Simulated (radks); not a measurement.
Problem. The mean radii <r> (bohr) of the occupied orbitals of an atom or ion are listed with their occupations. All-electron calculation, scalar-relativistic Kohn-Sham, SCAN, spin-unpolarised, spherical densities, finite nucleus; meta-GGA in the generalised Kohn-Sham scheme; Fermi nuclear charge, rms radius of each element as measured or else 0.836 A^(1/3) + 0.57 fm. Program: a radial shooting solver on a logarithmic mesh with Libxc functionals.

orbital  occ.      <r>
1s          2  0.02232
2s          2  0.09506
2p          6  0.08389
3s          2   0.2491
3p          6   0.2478
3d         10   0.2260
4s          2   0.5660
4p          6   0.5993
4d         10   0.6547
5s          2    1.380
5p          6    1.623
4f          7   0.9666
6s          1    3.898

Name the element and its charge.

Solution. Z = 63, europium, charge +1: Eu+ in [Xe] 4f7 6s1. The 1s radius gives Z: for a bare nucleus <r> = (2 gamma + 1)/(2Z) with gamma = sqrt(1 - (Z/c)^2), 0.02203 bohr for Z = 63, and screening makes it slightly larger (0.02232 here). The occupations add up to 62, and the charge is Z minus that.
